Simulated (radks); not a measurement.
Question: F I, 9 electrons, occupied as [He] 2s2 2p5. Method: non-relativistic Kohn-Sham, PBEsol, spin-polarised, spherical densities, point nucleus; open shells are filled with parallel spins first; hard spherical wall at 2 bohr; computed with a radial shooting solver on a logarithmic mesh with Libxc functionals. Some entries of the table are withheld. Estimate them.

orbital,occ.,eigenvalue (eV),<r^2> (bohr^2),<r> (bohr)
1s up,1,-631.4522,0.04251,0.1774
1s down,1,-630.6504,0.04240,0.1772
2s up,1,-10.6327,0.9160,0.8955
2s down,1,-8.7479,0.9220,0.8987
2p up,3,10.2069,0.8557,(1)
2p down,2,12.2101,0.8642,(2)
3d up,0,85.0936,1.563,1.213
3d down,0,86.4427,1.569,1.215
3s up,0,108.9348,1.535,1.138
3p up,0,110.0082,1.420,1.075
3s down,0,110.4133,1.533,1.137
3p down,0,111.6018,1.417,1.073

Answer: 
(1) 2p up <r> (bohr): 0.8544
(2) 2p down <r> (bohr): 0.8589
